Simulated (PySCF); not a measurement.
**What went wrong, or what changed?**

The sound run of [Er(H2O)]3+ (singlet in the valence; each metal's 4f electrons, 11 of them, lie in its core potential, out of spins and levels) uses PySCF 2.14.0, RKS BP86, Er lcecp-1-SVP with ECP57, O def2-SVP, H def2-SVP; non-relativistic Hamiltonian with scalar-relativistic core potentials where named; density fitting; no spin-orbit coupling, grid (50, 194), threshold 1e-8 and 55 cycles at the relaxed geometry. This run differs:

```python
mol = gto.M(atom='''
Er    -0.00000     0.00000    -0.06562
O      0.00000     0.00000     2.08583
H      0.79168    -0.00000     2.72632
H     -0.79168     0.00000     2.72632''',
    basis={'Er': 'lcecp-1-SVP', 'O': 'def2-SVP', 'H': 'def2-SVP'},
    ecp={'Er': 'lcecp-1-SVP'},
    charge=3, spin=0)
mf = dft.RKS(mol, xc='B88,P86')
mf.grids.atom_grid = (50, 194)  # f atoms: unpruned, at least (60, 302)
mf = mf.density_fit()  # fitting sets: Er AutoAux, O def2-universal-JKFIT, H def2-universal-JKFIT
mf.conv_tol = 1e-08; mf.max_cycle = 73
mf.kernel(mf.get_init_guess(key='1e'))
mf.nuc_grad_method().kernel()
```

**Question.** What was changed, and how did it end?

**Answer.** The start was changed to the bare core Hamiltonian. It converged in 14 cycles, 0.000 eV from the sound run, largest force component 0.00 eV/Å. The cycle limit differs too. No harm here: the result survives it.
```
init E= -105.400241658941
cycle= 1 E= -91.7807880451696  delta_E= 13.6  |g|= 3.78  |ddm|= 8.62
cycle= 2 E= -64.2548578024272  delta_E= 27.5  |g|= 6.83  |ddm|= 12.5
cycle= 3 E= -101.526949236931  delta_E= -37.3  |g|= 5.93  |ddm|= 8.14
cycle= 4 E= -110.108475205827  delta_E= -8.58  |g|= 3.76  |ddm|= 3.87
cycle= 5 E= -111.551434078986  delta_E= -1.44  |g|= 2.81  |ddm|=  1.1
...
cycle= 12 E= -113.292735437275  delta_E= -1.08e-07  |g|= 0.000341  |ddm|= 0.000883
cycle= 13 E= -113.292735467681  delta_E= -3.04e-08  |g|= 7e-06  |ddm|= 0.000364
cycle= 14 E= -113.292735467693  delta_E= -1.16e-11  |g|= 1.18e-06  |ddm|= 8.25e-06
Extra cycle  E= -113.292735467692  delta_E= 5.4e-13  |g|= 2.06e-06  |ddm|= 1.97e-06
converged SCF energy = -113.292735467692
```

Run from Python with OMP_NUM_THREADS=2; the lines above give its settings.
It took 1.8 s on 2 threads of Arm Neoverse V1, on a shared host.

No frequency check is given that shows the relaxed geometry to be a minimum. An lcecp potential fixes the number of 4f electrons, so in runs with it no electron can move into or out of that shell.
